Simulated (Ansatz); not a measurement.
Ansatz results at the PBE0-D4/def2-TZVP geometry: HOMO–LUMO gap (ωB97M-V/def2-TZVPP) 9.79 eV; HOMO–LUMO gap (PBE0/def2-TZVPP) 5.65 eV; size of the dipole moment (ωB97M-V/def2-TZVPP) 2.62 D.

Each molecule was computed in one conformer, which needn't be the lowest.

Question: Which molecule gave them?
A. `C/C=N\C=C\Cl`
B. `[AlH2][CH2][GaH2]`
C. `C=C(S)CF`
D. `OC1=C[SiH]1Cl`

Answer: A. The others give `[AlH2][CH2][GaH2]`: 9.73, 5.96, 1.00; `OC1=C[SiH]1Cl`: 11.62, 7.73, 2.40; `C=C(S)CF`: 10.82, 6.61, 1.09.
